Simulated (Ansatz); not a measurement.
All numbers were calculated with Ansatz.

A structure relaxed at PBE0-D4/def2-TZVP, charge 0, multiplicity 1:

```xyz
10

Ge    1.6083   -0.4577   -0.7324
Si   -0.5021   -0.5833    0.3315
C    -1.4081    0.9781    0.7272
S    -2.1666    0.1210   -0.7305
H     1.7545   -1.5855   -1.7650
H     1.7125    0.8994   -1.4421
H     2.7473   -0.5845    0.2941
H    -0.7207   -1.7354    1.2406
H    -0.9657    1.9385    0.4810
H    -2.0594    1.0094    1.5956
```

**Question.** Give its formula and SMILES.

**Answer.** CH6GeSSi, `[GeH3][SiH]1CS1`.

**Question.** Summarise the bond lengths by kind.

**Answer.** 1 × Ge–Si 2.367 Å; 3 × Ge–H 1.535 to 1.539 Å; 1 × C–Si 1.848 Å; 1 × S–Si 2.096 Å; 1 × H–Si 1.484 Å; 1 × C–S 1.853 Å; 2 × C–H 1.086 Å.
